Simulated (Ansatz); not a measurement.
H₄MoO₄S (`[OH][Mo]([OH])([OH])([OH])=[S]`), relaxed with RKS PBE-D4/def2-SVP in Ansatz from a rough embedded geometry. The force threshold is 0.03 eV/Å; the program also tests the step.

Total charge 0; spin multiplicity 1. Mo takes the def2 core potential.

Start:

```xyz
10

O     0.660   -0.737    1.291
Mo   -0.095    0.296   -0.583
O    -0.922    1.637    1.115
O    -1.656   -0.880    0.382
O     1.684   -0.154   -1.493
S     0.364   -2.240   -0.728
H     1.476   -0.219    1.449
H    -0.958    2.378    0.366
H    -2.631   -0.642    0.224
H     2.077    0.560   -2.023
```

Problem. By how much does the energy fall, and how many steps does the optimiser take? (Estimate.)

Solution. Computed: 8.79 eV, in 20 steps.

Problem. Which bonds change most? (Best estimate.)

Solution. Ansatz gave: Mo2–S6 from 2.582 to 2.143 Å; O1–Mo2 from 2.269 to 1.878 Å; Mo2–O4 from 2.180 to 1.895 Å; Mo2–O3 from 2.316 to 2.032 Å.

Problem. Give the relaxed structure. (Best estimate.)

Solution. The calculation gave: 
```xyz
10

O     1.046   -0.772    1.480
Mo    0.128   -0.649   -0.154
O    -0.126    1.250    0.524
O    -1.765   -0.713   -0.153
O     0.972    0.183   -1.633
S     0.408   -2.655   -0.855
H     0.988    0.115    1.908
H    -0.593    1.980    0.078
H    -2.101    0.115    0.253
H     1.044    1.144   -1.448
```
